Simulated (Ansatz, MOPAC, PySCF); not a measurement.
Species: RbF, net charge 0, singlet state. SMILES: [F][Rb]
Geometry: optimised at B3LYP-D3(BJ)/def2-TZVP (Ansatz, a quantum-chemistry and plane-wave program).

Quantity: vertical ionisation energy to the doublet, in eV. Set-up: LANL2DZ with its own core potentials from Na on; STO-3G and 3-21G all-electron and non-relativistic; PM7 with its own dispersion and hydrogen-bond terms; each state is the SCF solution reached for its charge and spin; 6-31G* and kin with 6d, 5d where marked; spin-orbit terms left out; UHF or UKS for open shells; def2 sets with scalar-relativistic core potentials past Kr; valence correlation only (noble-gas shells and the d and f shells of earlier blocks; the outer core of K, Ca and congeners matters and is frozen too). First-principles rows: single points at B3LYP-D3(BJ) geometries (Ansatz). Semi-empirical rows: differences of heats of formation at the shared geometry for vertical values.

```
level                                    program  vertical ionisation energy to the doublet (eV)
---------------------------------------  -------  ----------------------------------------------
AM1                                        MOPAC                                            7.43
PM3                                        MOPAC                                            8.59
PM6                                        MOPAC                                            9.07
PM7                                        MOPAC                                            9.10
MNDO                                       MOPAC                                            8.02
HF/6-31G* with LANL2DZ past Ar            Ansatz                                            5.93
PBE/6-31G* with LANL2DZ past Ar           Ansatz                                            8.04
B3LYP/STO-3G                              Ansatz                                            2.47
B3LYP/3-21G                               Ansatz                                            6.97
B3LYP/6-31G* with LANL2DZ past Ar         Ansatz                                            7.83
M06-2X/6-31G* with LANL2DZ past Ar (5d)    PySCF                                            7.65
MP2/6-31G* with LANL2DZ past Ar           Ansatz                                            7.51
PBE0/def2-TZVPD                           Ansatz                                            9.25
```

No value to compare with is used here. The 12 habitual levels span 2.47 (B3LYP/STO-3G) to 9.10 eV (PM7); PBE0/def2-TZVPD gives 9.25.

The levels are drawn from those run, B3LYP/6-31G* more often than the rest, none by its result; runs whose electronic state is in doubt are left out.
